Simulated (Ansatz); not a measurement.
A structure drawn as `BC[SiH](N)F`, with this starting geometry:

Cartesian coordinates in Å:
```
B -1.700 0.366 -1.009
C -0.811 -0.336 0.062
Si 0.921 0.316 -0.069
N 1.972 -0.301 1.213
F 1.596 -0.032 -1.571
H -1.916 1.496 -1.076
H -2.240 -0.325 -1.872
H -0.767 -1.396 -0.101
H -1.267 -0.081 1.065
H 0.871 1.823 0.116
H 1.456 -0.151 2.142
H 1.884 -1.380 1.102
```

The species carries charge 0 and has multiplicity 1.

Question: Does it keep its bonds when Ansatz relaxes it at PBE-D4/def2-SVP and then PBE0-D4/def2-TZVP?

Answer: Yes, every drawn bond is still there and no new one forms.

Question: Give the relaxed structure. (Estimate.)

Answer: Computed: 
Z-matrix (Å, degrees):
```
C
Si 1 1.871
B 1 1.537 2 109.9
H 1 1.095 2 105.4 3 123.4
H 1 1.096 2 102.7 3 -121.4
F 2 1.607 1 107.0 3 -49.5
N 2 1.698 1 109.3 3 -172.7
H 2 1.479 1 113.8 3 66.9
H 3 1.198 1 120.2 2 -82.4
H 3 1.196 1 121.1 2 95.0
H 7 1.007 2 122.1 1 44.5
H 7 1.007 2 121.0 1 -163.3
```
All modes are real.

Atoms count as bonded under 1.1 times the sum of their covalent radii (H–H under 0.85 Å, pairs among N, O and F under 1.55 Å), and a drawn bond as lost past 1.3 times.
